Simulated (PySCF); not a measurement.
ClH₄NOSi.

```xyz
8

Si     0.2903     0.1266     0.4779
N      1.8501    -0.3237    -0.0212
O      0.1103     1.7366     0.1518
Cl    -1.2803    -0.8202    -0.5279
H      0.1331    -0.2492     1.9027
H      2.3003    -1.1489     0.3547
H      2.2095    -0.0668    -0.9330
H     -0.7757     2.0077    -0.1067
```
Charge 0, spin multiplicity 1.

Coordinates come from a PBE0-D3(BJ)/def2-SVP optimisation. One conformer was computed; it need not be the lowest.

The numbers are results of PBE0/pcSseg-1 in PySCF, not measurements. Non-relativistic, no solvent.

Question: Give the absolute GIAO shielding of each atom: isotropic value and principal components (ppm). (An estimate is asked for; the answer gives what the named calculation found.)

Answer: 
```json
[
 {"atom": "Si1", "σ(iso)": "375.0", "σ11": "343.6", "σ22": "362.7", "σ33": "418.6", "span": "75.0"},
 {"atom": "N2", "σ(iso)": "227.1", "σ11": "202.9", "σ22": "219.0", "σ33": "259.3", "span": "56.3"},
 {"atom": "O3", "σ(iso)": "267.5", "σ11": "223.0", "σ22": "271.7", "σ33": "307.7", "span": "84.6"},
 {"atom": "Cl4", "σ(iso)": "843.7", "σ11": "721.5", "σ22": "788.5", "σ33": "1021.1", "span": "299.6"},
 {"atom": "H5", "σ(iso)": "26.1", "σ11": "22.3", "σ22": "24.0", "σ33": "32.2", "span": "9.8"},
 {"atom": "H6", "σ(iso)": "30.2", "σ11": "23.9", "σ22": "25.8", "σ33": "40.8", "span": "17.0"},
 {"atom": "H7", "σ(iso)": "30.0", "σ11": "23.5", "σ22": "26.1", "σ33": "40.4", "span": "16.9"},
 {"atom": "H8", "σ(iso)": "29.8", "σ11": "21.8", "σ22": "26.3", "σ33": "41.4", "span": "19.6"}
]
```
